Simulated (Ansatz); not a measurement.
`BOCF` and `B[O][GeH2][F]` differ in one element.

Ansatz, PBE0-D4/def2-TZVP geometries, multiplicity 1. Each molecule was computed in one conformer, which needn't be the lowest.

Scalar relativity is left out up to krypton.

| property | `BOCF` |
| --- | --- |
| size of the dipole moment (B3LYP/def2-TZVPP) / D | 1.72 |
| LUMO energy (ωB97M-V/def2-TZVPP) / eV | 1.10 |
| HOMO–LUMO gap (B3LYP/def2-TZVPP) / eV | 7.84 |
| zero-point energy (PBE0-D4/def2-TZVP) / kJ/mol | 150.1 |
| HOMO–LUMO gap (PBE0/def2-TZVPP) / eV | 8.30 |
| HOMO–LUMO gap (ωB97M-V/def2-TZVPP) / eV | 12.57 |

**Question.** Give the same properties after the change, and the shifts. (Estimate.)

**Answer.** Computed: 
```json
{"property": "size of the dipole moment (B3LYP/def2-TZVPP) / D", "`B[O][GeH2][F]`": "2.32", "shift": "0.60"}
{"property": "LUMO energy (ωB97M-V/def2-TZVPP) / eV", "`B[O][GeH2][F]`": "1.24", "shift": "0.14"}
{"property": "HOMO–LUMO gap (B3LYP/def2-TZVPP) / eV", "`B[O][GeH2][F]`": "7.43", "shift": "-0.41"}
{"property": "zero-point energy (PBE0-D4/def2-TZVP) / kJ/mol", "`B[O][GeH2][F]`": "115.4", "shift": "-34.7"}
{"property": "HOMO–LUMO gap (PBE0/def2-TZVPP) / eV", "`B[O][GeH2][F]`": "7.87", "shift": "-0.43"}
{"property": "HOMO–LUMO gap (ωB97M-V/def2-TZVPP) / eV", "`B[O][GeH2][F]`": "12.11", "shift": "-0.46"}
```

With PBE0 the HOMO rises by 0.56 eV and the LUMO rises by 0.13 eV, so the gap narrows by about 0.43 eV. PBE moves the HOMO by 0.48 eV and ωB97M-V by 0.59 eV. Dipoles are sizes alone; their direction can turn.

B3LYP here is the variant with VWN-RPA as its local correlation; programs differ in this.
